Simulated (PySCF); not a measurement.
How do the members of this family differ from one of them?

PySCF, PBE0/def2-SVPD, density fitting, gas phase; each molecule at its own PBE0-D3(BJ)/def2-SVP geometry, one conformer. Singlet excitations by full TDDFT with frozen cores, triplets by Tamm–Dancoff TDDFT and ionisation energies by ΔSCF, from the lowest of the holes tried. 

Reference: `C=N[C@@H]1CCC[O+]1[AlH3-]`, with HOMO energy -6.85 eV, LUMO energy -1.32 eV, lowest singlet excitation 4.51 eV, lowest triplet excitation 3.96 eV, mean polarisability 103.1 au and vertical ionisation energy 8.84 eV.

Changes against it:

```
                      molecule  Δ HOMO energy (eV)  Δ LUMO energy (eV)  Δ lowest singlet excitation (eV)  Δ lowest triplet excitation (eV)  Δ mean polarisability (au)  Δ vertical ionisation energy (eV)
     CCC[C@@H]1CCC[O+]1[AlH3-]               -0.28               +1.50                             +1.80                             +1.96                       +14.8                              +0.33
[AlH3-][O+]1CCC[C@H]1[O][GeH3]               -0.38               +1.08                             +1.58                             +1.85                       +12.6                              +0.44
FC(F)(F)[C@@H]1CCC[O+]1[AlH3-]               -0.60               +1.29                             +1.75                             +1.87                        -8.3                              +0.83
  [AlH3-][O+]1CCC[C@H]1C[SiH3]               -0.39               +1.32                             +1.73                             +1.91                       +17.1                              +0.51
  CC(=S)[C@@H]1CCC[O+]1[AlH3-]               -0.03               -1.26                             -1.97                             -1.90                       +22.9                              -0.14
[H]/N=C\[C@@H]1CCC[O+]1[AlH3-]               -0.51               +0.57                             +0.66                             +0.36                        -3.7                              +0.39
    C=CC[C@@H]1CCC[O+]1[AlH3-]               -0.34               +1.23                             +1.65                             +0.32                       +15.8                              +0.12
     COC[C@@H]1CCC[O+]1[AlH3-]               -0.01               +1.50                             +1.65                             +1.92                        +8.8                              -0.03
```

Rows whose labels were lost:

```tsv
row	Δ HOMO energy (eV)	Δ LUMO energy (eV)	Δ lowest singlet excitation (eV)	Δ lowest triplet excitation (eV)	Δ mean polarisability (au)	Δ vertical ionisation energy (eV)
P	-0.26	+1.16	+1.12	+0.96	+13.8	-0.02
Q	-0.66	+1.14	+1.75	+1.91	+3.1	+0.80
R	-0.44	+1.09	+1.42	+1.41	+8.5	+0.55
```

Question: Which row belongs to which of `CC(=O)O[C@H]1CCC[O+]1[AlH3-]`, `N#CC[C@@H]1CCC[O+]1[AlH3-]` and `C[S@@](=O)[C@H]1CCC[O+]1[AlH3-]`?

Answer: P = `C[S@@](=O)[C@H]1CCC[O+]1[AlH3-]`, Q = `N#CC[C@@H]1CCC[O+]1[AlH3-]` and R = `CC(=O)O[C@H]1CCC[O+]1[AlH3-]`. P and Q are told apart most clearly by the mean polarisability (+13.8 against +3.1 au); P and R are told apart most clearly by the vertical ionisation energy (-0.02 against +0.55 eV); Q and R are told apart most clearly by the mean polarisability (+3.1 against +8.5 au); P comes close to the labelled row of `C=CC[C@@H]1CCC[O+]1[AlH3-]` in every column; R comes close to the labelled row of `[AlH3-][O+]1CCC[C@H]1[O][GeH3]` in every column.

Question: Which row has the smallest HOMO–LUMO gap and which the largest, and does the HOMO or the LUMO shift more there?

Answer: Smallest, counted from the reference: `CC(=S)[C@@H]1CCC[O+]1[AlH3-]`, -1.23 eV (HOMO -0.03, LUMO -1.26), the larger shift being that of the LUMO. Largest: `FC(F)(F)[C@@H]1CCC[O+]1[AlH3-]`, +1.89 eV (HOMO -0.60, LUMO +1.29), the larger shift being that of the LUMO.

Question: Fit a straight line for the change of the lowest singlet excitation against that of the LUMO energy over the labelled rows, and test it on P, Q and R.

Answer: Over the 8 labelled rows the slope is 1.39 eV/eV, the intercept -0.15 eV, r = 0.99 and the standard error 0.17 eV. P: predicted +1.46, computed +1.12 eV; Q: predicted +1.44, computed +1.75 eV; R: predicted +1.37, computed +1.42 eV. The mean miss is 0.24 eV, against 0.32 eV for guessing the labelled rows' mean: the line helps only a little.
